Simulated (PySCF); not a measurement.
## Unknown compound

An unknown has the formula C3H6F2O3Si. Its calculated NMR data are:

1H NMR (500 MHz, computed): δ 6.57 (m, 1H), 4.86 (s, 2H), 3.96 (br s, 1H), 3.61 (br s, 1H), 2.71 (br s, 1H).

13C{1H} NMR (computed): δ 164.3 (C), 121.2 (CH), 70.2 (CH2).

Theoretical values (PySCF): coordinates at the GFN2-xTB level, shielding tensors at PBE0/pcSseg-1 (GIAO). Fast rotation and ring inversion assumed for equivalent nuclei, no relativistic terms, single conformer, gas phase.

δ = σ(ref) − σ, references computed at the same level: 1H (σ = 31.72 ppm) and 13C (σ = 186.93 ppm) against TMS.

Question: Propose a structure and justify it.

Answer: 
1. The formula gives 1 degree of unsaturation (no ring in the answer).
2. 3 carbon signals for 3 carbons: no two carbons are equivalent.
3. Carbon types of the structure: 1 × C, 1 × CH, 1 × CH2, leaving 3 H on heteroatoms.
4. δC 164.3: alkene carbon bearing oxygen; an sp2 carbon further deshielded by the attached heteroatom.
5. δC 121.2: sp3 CH bonded to 2 F and O; 3 electronegative neighbours deshield it.
6. δC 70.2: β carbon of an enol-ether or enamine type C=C; the O or N lone pair pushes π density onto this β carbon and shields it.
7. δH 6.57: hydrogen on an sp3 CH bonded to 2 F and O; its carbon carries F and O, hence the downfield position.
8. δH 4.86: hydrogen on a silicon bonded to 2 O.
9. δH 3.96, 3.61: hydrogen on a β carbon of an enol-ether or enamine type C=C; lone-pair donation from O or N shields it, upfield of ordinary alkene protons.
10. δH 2.71: hydrogen on an oxygen bonded to Si; labile proton, position sensitive to the medium.

The compound is SMILES C(=C)(O[SiH2]O)OC(F)F.

This is the structure that produced the data.

OH/NH shifts are gas-phase values; hydrogen bonding in solution moves them, usually downfield. Splittings by 19F in the carbon and heteronuclear signals aren't shown, as no couplings were computed. Shifts are as computed. Against solution values, carbons near 30 ppm lie about +3 ppm off and those near 130 ppm about +5 ppm. Of 1309 compounds with measured shifts, 239 miss one by over three times the rms of a fit or turn the order of signals round; such compounds aren't used in these exercises. Multiplicities follow the n + 1 count of equivalent neighbours, as no J values were calculated; m marks all less simple cases, F and P coupling included.
